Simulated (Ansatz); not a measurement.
[CrF6]3- (CrF6³⁻). Charge -3, multiplicity 4. Geometry PBE-D4/def2-SVPD, basis def2-TZVPD, Ansatz.

Cartesian coordinates in Å:
```
Cr 0.0001 0.0000 -0.0001
F -1.1339 1.1228 1.2053
F 1.1339 -1.1229 -1.2050
F -0.9149 0.7874 -1.5943
F 0.9146 -0.7873 1.5940
F -1.3696 -1.4556 0.0673
F 1.3697 1.4555 -0.0671
```

| run | HOMO (eV) | LUMO (eV) |
| --- | --- | --- |
| A | 8.47 | 9.69 |
| B | 6.37 | 9.71 |
| C | 3.67 | 10.46 |
| D | 3.58 | 9.95 |
| E | 9.23 | 9.33 |
| F | 8.12 | 9.36 |

A multiply charged anion in the gas phase is held together partly by the finite basis.

HOMO and LUMO are taken over both spins.

The runs used B97M-V, BHLYP, PBE, PBE0, r2SCAN, ωB97X-V. Estimate which is which.

A r2SCAN (0 % exact exchange); B PBE0 (25 % exact exchange); C ωB97X-V (range-separated); D BHLYP (50 % exact exchange); E PBE (0 % exact exchange); F B97M-V (0 % exact exchange). Exact exchange lowers occupied and raises empty levels; among semilocal functionals meta-GGAs tend to open the gap a little, and such runs are hard to tell apart. The gap grows from 0.11 eV (PBE) to 6.79 eV (ωB97X-V). At r2SCAN-D4/def2-TZVPD, PBE0-D4/def2-TZVPD, ωB97X-V/def2-TZVPD, BHLYP-D4/def2-TZVPD and others the highest occupied level of the charge -3 quartet lies above zero (up to 9.23 eV). The electron is either unbound and held by the finite basis, or the level is raised by self-interaction error.
